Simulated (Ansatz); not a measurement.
Cl$_{3}$NbO, charge +1, doublet, geometry from GFN2-xTB (such geometries of metal compounds can be far from the true shape) (the multiplicity is a formal guess) (core potentials on Nb); B3LYP/def2-SVP (Ansatz, an electronic-structure program).

Here is a job for Ansatz.
Ansatz 0.2 input:
```yaml
crystal:
  periodic: [false, false, false]
  atoms:
    - {symbol: Nb, position_ang: [0.22680834, -0.09827108, -0.11989191]}
    - {symbol: O, position_ang: [1.62138684, -0.70251135, -0.85707240]}
    - {symbol: Cl, position_ang: [0.69312507, 0.90534570, 1.78114653]}
    - {symbol: Cl, position_ang: [-0.79196505, 1.36656907, -1.40635576]}
    - {symbol: Cl, position_ang: [-1.21117395, -1.70431448, 0.31768849]}
basis:
  gaussian:
    orbitals: def2-SVP
hamiltonian:
  xc: b3lyp
total_charge: 1
magnetization: {spin_polarized: true, initial_magnetization: 1}
```

Problem. What does Ansatz print? Leave out banner, timings and long lists.

Solution. 
```
Functional definition: B3LYP
927 factors; integrals over basis functions are off by at most 1.1e-3 eV
mean field evaluation 1: about -41134.3025 eV, gradient 6.0e1 eV
mean field evaluation 2: about -40933.4816 eV, gradient 1.6e2 eV
mean field evaluation 4: about -41144.7132 eV, gradient 2.8e1 eV
mean field evaluation 8: about -41148.6298 eV, gradient 3.6e-1 eV
mean field evaluation 16: about -41148.7424 eV, gradient 2.1e-2 eV
mean field evaluation 32: about -41148.9415 eV, gradient 6.9e-1 eV
mean field evaluation 64: about -41148.9384 eV, gradient 3.9e-3 eV
mean field evaluation 96: about -41148.9578 eV, gradient 1.4e-6 eV
mean field evaluation 128: about -41148.7014 eV, gradient 3.9e-2 eV
mean field evaluation 160: about -41148.9576 eV, gradient 7.4e-2 eV
mean field evaluation 192: about -41148.8173 eV, gradient 9.2e-1 eV
mean field -41148.95781500 eV, -1512.1963079357 hartree, gradient 5.4e-6 eV, S^2 0.769769; 13 other end points of the search recorded, 0 dependent functions left out
reference -41148.95811899 eV, -1512.1963191073 hartree; 36, 35 occupied and 63, 64 virtual orbitals, 927 factors
Total energy: -41148.95811899 eV, -1512.1963191073 hartree
```
